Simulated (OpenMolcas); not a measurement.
Computed transition rates of Co3+

```json
{
 "Program": "OpenMolcas 26.06",
 "Method": "MS-CASPT2, IPEA 0.25 Eh, imaginary shift 0.1 Eh (closed shells correlated: 3s 3p)",
 "Basis": "ANO-RCC-VTZP [6s5p3d2f1g]",
 "Scalar Hamiltonian": "DKH2, point nucleus",
 "Active space": "6 electrons in 5 orbitals (3d)",
 "State averaging": "2S+1 = 5 even, 5 roots; 2S+1 = 3 even, 45 roots kept (CI in the orbitals of an earlier block); 2S+1 = 1 even, 50 roots kept (CI in the orbitals of an earlier block)",
 "Spin-orbit coupling": "state interaction with AMFI integrals over the reference wave functions, term energies averaged over their components"
}
```

Rates come from the transition moments of the reference wave functions (E1 and E2 in the length form). At fixed line strength A goes as λ^-3 for E1 and M1 and as λ^-5 for E2, so a rate at the computed wavelength can be rescaled to the measured one. Measured vacuum wavelengths follow from level energies in Sugar and Corliss, J. Phys. Chem. Ref. Data 10, 1097 (1981). Branching counts decays inside the model space alone, at computed energies, and the table is only a selection of the E2 and M1 lines, drawn from those between levels with measured partners whose computed energy lies within a factor of 1.5 of the measured one.

```
     Upper       Lower  Type  λ computed (nm)  λ measured (nm)  A computed (s-1)  A rescaled (s-1)  Branching %
   3d⁶ ³H₅     3d⁶ ³H₆    M1            32280            28380          7.73e-04          1.14e-03         93.2
   3d⁶ ⁵D₂     3d⁶ ⁵D₃    M1            22030            22800          6.07e-03          5.48e-03        100.0
   3d⁶ ⁵D₃     3d⁶ ⁵D₄    M1            15220            15650          9.87e-03          9.08e-03        100.0
   3d⁶ ³G₄  3d⁶ ³F₄(1)    M1             2292             2383          8.42e-02                           45.8
   3d⁶ ³G₅     3d⁶ ³H₆    M1             1855             1872          9.47e-02                           45.8
   3d⁶ ³G₃     3d⁶ ³H₄    M1             1752             1787          1.06e-01                           40.3
3d⁶ ¹G₄(1)  3d⁶ ³F₄(1)    M1            813.5              886          6.46e-01                           39.5
   3d⁶ ¹I₆     3d⁶ ³H₅    M1            796.9            839.6          1.58e-01                           39.4
   3d⁶ ¹I₆     3d⁶ ³H₆    M1            777.7            815.4          2.43e-01                           60.4
3d⁶ ¹S₀(1)  3d⁶ ³P₁(1)    M1            570.3            598.3          3.30e+00                          100.0
3d⁶ ¹D₂(1)  3d⁶ ³F₃(1)    M1            562.7            602.2          6.52e-01                           40.7
3d⁶ ³P₂(1)     3d⁶ ⁵D₃    M1            436.1            449.6          1.16e+00                           91.0
3d⁶ ³P₁(1)     3d⁶ ⁵D₂    M1            409.7            422.8          1.49e+00                           77.6
   3d⁶ ³H₆     3d⁶ ⁵D₄    E2            405.2            422.3          1.52e-05                          100.0
   3d⁶ ³H₄     3d⁶ ⁵D₄    M1            396.9              412          4.76e-02                           84.7
3d⁶ ³F₂(1)     3d⁶ ⁵D₂    M1            388.3            401.7          2.69e-01                           56.8
3d⁶ ³F₃(1)     3d⁶ ⁵D₃    M1            385.2            398.5          6.73e-01                           65.7
3d⁶ ³F₄(1)     3d⁶ ⁵D₄    M1            380.4            393.8          1.21e+00                           84.1
3d⁶ ¹G₄(2)     3d⁶ ¹I₆    E2            304.6            312.8          2.97e+00          2.60e+00         54.1
   3d⁶ ³D₂     3d⁶ ⁵D₂    M1            275.6            283.5          2.87e-01                           37.8
3d⁶ ³F₂(2)     3d⁶ ³H₄    E2            273.8            281.9          2.90e+00          2.51e+00         38.5
3d⁶ ³P₀(2)  3d⁶ ³P₂(1)    E2            273.6            282.2          2.11e+00          1.81e+00         46.0
3d⁶ ³F₃(2)     3d⁶ ³H₅    E2            271.2            278.8          2.88e+00          2.51e+00         38.0
   3d⁶ ³D₃     3d⁶ ⁵D₄    M1            265.9            273.6          5.98e-01                           56.0
3d⁶ ¹D₂(2)  3d⁶ ¹G₄(1)    E2              180            183.4          2.40e+01          2.19e+01         61.7
```

Spin-changing lines and M1 lines between different terms are not rescaled, since their strength hangs on the term gaps too.

The largest correction is for 3d⁶ ³H₅ → 3d⁶ ³H₆ (M1): 7.73e-04 × (32280 / 28380)^3 = 1.14e-03 s-1, a factor of 1.47.

The computed order of these levels differs from the measured one in 1 place, and where term gaps are wrong the rates of spin-changing lines can be off by large factors.

These are rates of the free ion; in crystals, glasses and complexes forced electric-dipole and non-radiative decay shorten such lifetimes by orders of magnitude. No measured rate stands beside these. Rescaling mends the energy factor alone: line strengths can still be far off where a level mixes with configurations outside the active space, and weak or spin-changing lines hang on small mixing coefficients that depend on the term gaps too, so rescaling need not improve them.

CASPT2 breaks the degeneracy within a term, and the mean is taken; among the terms shown or strongly mixed into the levels shown the widest spread is 930 cm-1 (3d⁶ ¹I). Terms from blocks run as CI alone lack orbitals of their own. The CASPT2 spread within a term exceeds the gap to the next term for 3d⁶ ¹I and 3d⁶ ³D, so the order of their levels is uncertain. Computed and measured levels are paired by configuration, term and J; levels that our copy of the source lacks, or whose pairing is in doubt (as where it misses far off the trend of its configuration), stay unpaired. Only configurations of the active space appear.

A number in round brackets counts repeated terms of one configuration in the order of the reference energies.
